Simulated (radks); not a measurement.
Results of a calculation; reference values are marked as such.
Effect of the nuclear size on the thallium ion Tl46+, [Ar] 3d10 4s2 4p5. Level of theory: Dirac Kohn-Sham, exchange-only LDA, spin-unpolarised, spherical densities, finite nucleus; open shells are shared between the two j in proportion to 2j + 1; Fermi nuclear charge, rms radius 5.4759 fm (a radial shooting solver on a logarithmic mesh with Libxc functionals). The rms radius is varied about that value; shifts are against it.

rms radius (fm)  total energy shift (eV)  density at nucleus (e/bohr^3)  1s1/2 shift (meV)  2s1/2 shift (meV)  3p1/2 shift (meV)  4s1/2 shift (meV)  4p1/2 shift (meV)  4p3/2 shift (meV)  5s1/2 (empty) shift (meV)
4.6874                             -31.8                      2.688e+06             -12700              -1910              -12.7               -147              -4.16               8.08                      -64.9
4.9557                             -21.3                      2.625e+06              -8500              -1280              -8.51              -98.2              -2.79               5.41                      -43.4
5.4759                                 0                      2.517e+06              0.000              0.000              0.000              0.000              0.000              0.000                      0.000
6.018                               23.5                      2.418e+06               9370               1410               9.44                108               3.10              -5.97                       47.9
6.8011                              59.7                      2.296e+06              23800               3580               24.1                275               7.90              -15.2                        122

Slopes of the eigenvalues against <r^2> in GHz/fm^2, as finite differences over the two radii next to the reference (eigenvalue slopes, not the field-shift constants of lines): 1s1/2 371000, 2s1/2 55800, 3p1/2 372, 4s1/2 4280, 4p1/2 122, 4p3/2 -236, 5s1/2 (empty) 1890.
